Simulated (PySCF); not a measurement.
PySCF 2.14 output of a UHF calculation on a single atom or ion in def2-TZVP (6s4p4d1f, 45 functions), with no relativity, point nucleus:

```
SCF conv_tol = 1e-09
number electrons alpha = 13  beta = 9
cycle= 1 E= -942.656061073168  delta_E= -0.00295  |g|= 0.0177  |ddm|= 0.0312
cycle= 2 E= -942.656153632179  delta_E= -9.26e-05  |g|= 0.00371  |ddm|= 0.00576
cycle= 3 E= -942.656159299436  delta_E= -5.67e-06  |g|= 0.000619  |ddm|= 0.00244
cycle= 4 E= -942.656160090887  delta_E= -7.91e-07  |g|= 0.000444  |ddm|= 0.00126
cycle= 5 E= -942.656160735998  delta_E= -6.45e-07  |g|= 0.000354  |ddm|= 0.00119
cycle= 6 E= -942.656162491343  delta_E= -1.76e-06  |g|= 0.000236  |ddm|= 0.00422
cycle= 7 E= -942.656163624955  delta_E= -1.13e-06  |g|= 5.54e-05  |ddm|= 0.00612
cycle= 8 E= -942.656163653016  delta_E= -2.81e-08  |g|= 1.15e-05  |ddm|= 0.00094
cycle= 9 E= -942.656163653473  delta_E= -4.56e-10  |g|= 2.22e-06  |ddm|= 0.000129
converged SCF energy = -942.656163653473  <S^2> = 6.0008926  2S+1 = 5.000357
```

The run itself started from symmetry-adapted Hartree-Fock orbitals and held the occupation by maximum overlap, so the iterations belong to that start.

**Question.** Which element, charge and spin multiplicity is this?

**Answer.** V+ (vanadium, charge +1), multiplicity 5; the state was [Ar] 3d4, high-spin 5D determinant.
